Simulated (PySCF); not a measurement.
C₃H₄F₂O.

```xyz
10

C     -2.1740     0.5524    -0.0715
O     -0.9127     0.8179     0.5211
C      0.0712    -0.0033     0.1739
F     -0.1537    -1.2895     0.4262
C      1.2220     0.4196    -0.3508
F      2.2320    -0.4126    -0.5866
H     -2.8673     1.3109     0.3107
H     -2.1117     0.6308    -1.1701
H     -2.5402    -0.4484     0.2033
H      1.4011     1.4704    -0.5787
```
Charge 0, spin multiplicity 1.

Geometry: PBE0-D3(BJ)/def2-SVP. Other conformers were not sampled.

The numbers are results of PBE/pcSseg-1 (PySCF), not measurements. Non-relativistic, no solvent.

Computed absolute GIAO shielding of each atom: isotropic value and principal components (ppm):
```json
[
 {"atom": "C1", "σ(iso)": "120.2", "σ11": "81.7", "σ22": "99.3", "σ33": "179.7", "span": "98.0"},
 {"atom": "O2", "σ(iso)": "244.1", "σ11": "185.3", "σ22": "251.2", "σ33": "295.9", "span": "110.6"},
 {"atom": "C3", "σ(iso)": "18.1", "σ11": "-47.1", "σ22": "43.5", "σ33": "57.7", "span": "104.8"},
 {"atom": "F4", "σ(iso)": "272.1", "σ11": "202.7", "σ22": "254.0", "σ33": "359.7", "span": "157.0"},
 {"atom": "C5", "σ(iso)": "52.4", "σ11": "-4.6", "σ22": "77.4", "σ33": "84.3", "span": "88.9"},
 {"atom": "F6", "σ(iso)": "360.6", "σ11": "282.4", "σ22": "351.1", "σ33": "448.2", "span": "165.8"},
 {"atom": "H7", "σ(iso)": "27.5", "σ11": "24.1", "σ22": "25.4", "σ33": "32.8", "span": "8.7"},
 {"atom": "H8", "σ(iso)": "28.1", "σ11": "25.0", "σ22": "25.9", "σ33": "33.4", "span": "8.5"},
 {"atom": "H9", "σ(iso)": "27.1", "σ11": "23.3", "σ22": "25.6", "σ33": "32.4", "span": "9.1"},
 {"atom": "H10", "σ(iso)": "24.8", "σ11": "22.4", "σ22": "23.6", "σ33": "28.5", "span": "6.1"}
]
```
